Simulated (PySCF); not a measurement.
**Pt⁵⁷⁺: ionisation energy**

Pt⁵⁷⁺ [Ar] 3d3 (4F) → Pt⁵⁸⁺ [Ar] 3d2 (3F), as a difference of total energies. Calculation: PySCF 2.14, in an uncontracted even-tempered set (17 s from 15 bohr⁻², ratio 2.5; 13 p from 19 bohr⁻², ratio 2.5; 7 d from 19 bohr⁻², ratio 2.5; 4 f from 70 bohr⁻², ratio 2.7; 3 g from 100 bohr⁻², ratio 2.7); scalar relativity by spin-free X2C-1e. Correlated levels: outer shells: [Ne] frozen; virtual orbitals above 40 to 60 times the deepest correlated orbital energy dropped. The calculations carry no spin-orbit coupling.

| method | ionisation energy (eV) |
| --- | --- |
| UHF | 5759.3 |
| LDA | 5757.5 |
| PBE | 5757.9 |
| PBE0 | 5758.7 |
| r2SCAN | 5760.5 |
| r2SCAN0 | 5760.6 |
| M06-L | 5762.5 |
| MP2 (outer shells) | 5759.3 |
| SCS-MP2 (outer shells) | 5759.0 |

Spin-orbit coupling is strong in these open shells (close to jj coupling). The scalar numbers leave it out and a first-order estimate fails, so it can dominate the gap to the real levels.

Breit and QED terms and the two-electron picture change are absent.

For comparison: 5800 ± 6 eV (theoretical estimate listed by NIST; NIST Atomic Spectra Database, ionization energies).
